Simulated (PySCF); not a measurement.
Ionisation energy of Sn³⁴⁺ by level of theory

Sn³⁴⁺ [Ne] 3s2 3p4 [3p1/2^2 3p3/2^2, M_J = 2] → Sn³⁵⁺ [Ne] 3s2 3p3 [3p1/2^2 3p3/2^1, M_J = 3/2], as a difference of total energies. Computed with PySCF 2.14 in an uncontracted even-tempered set (19 s from 6.2 bohr⁻², ratio 2.4; 14 p from 8.1 bohr⁻², ratio 2.4; 5 d from 31 bohr⁻², ratio 2.6; 4 f from 47 bohr⁻², ratio 2.6), with the two-component X2C-1e Hamiltonian. Correlated levels: 1s2 frozen; the 56 highest virtual spinors dropped. "Screened" scales the spin-orbit matrix elements by Boettger's factors to mimic the two-electron term; Breit and QED terms are absent.

```csv
method,ionisation energy (eV)
GHF (spin-free),2236.6
GMP2 (spin-free),2237.8
GHF (screened spin-orbit),2231.1
GMP2 (screened spin-orbit),2231.3
```

Breit and QED terms and the two-electron picture change are absent.

The spin-free rows relax to the high-spin LS determinant and lack the spin-orbit shift.

The labels give the starting determinants; with spin-orbit coupling the two ends relaxed to ⟨J²⟩ = 6.00, ⟨L²⟩ = 3.06, ⟨S²⟩ = 1.48 and ⟨J²⟩ = 3.75, ⟨L²⟩ = 2.14, ⟨S²⟩ = 1.72.

For comparison: 2227 ± 3 eV (semi-empirical (NIST evaluation); NIST Atomic Spectra Database, ionization energies).
